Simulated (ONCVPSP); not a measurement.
**Building the ONCV potential for O (Z = 8) (LDA (Perdew-Wang 92), scalar-relativistic).**

oxygen (O), optimised norm-conserving Vanderbilt (ONCV), made with ONCVPSP 4.0.1 (LDA (Perdew-Wang 92), scalar-relativistic). Core [He], reference 2s2 2p2 (charge +2). Waves: 2s: rc 0.95 bohr, ncon 3, nbas 6, qcut 7.6 1/bohr, 2 projectors, debl 2.8 Ha; 2p: rc 1.70 bohr, ncon 4, nbas 7, qcut 7.9 1/bohr, 2 projectors, debl 0.4 Ha; d scattering state at 0.03 Ha: rc 1.65 bohr, ncon 4, nbas 8, qcut 5.5 1/bohr, 2 projectors, debl 1.9 Ha. Local part: polynomial inside 0.95 bohr (lpopt 5, dvloc0 0 Ha). Core correction: Teter function, fcfact 1.75, rcfact 1.7.

In the p channel the program set the typed energies aside and used -1.593, 0.250 Ha.

- Cutoffs needed: 31 Ha and 102 Ha (the cutoffs (Ha) at which the residual kinetic energy of the hardest occupied pseudo-wave falls to 1 and 0.1 mHa per electron)
- Ghost test: no bound ghost flagged but for a GHOST(-) flag that falls on a real empty level of the atom; no localised positive-energy state flagged
- Largest excitation error: +1254 meV (all-electron minus pseudo) for 2s0 2p6, out of 4 test configurations
- rms error of d²Exc/dni dnj: 5.02 mHa without and 2.35 mHa with the model core
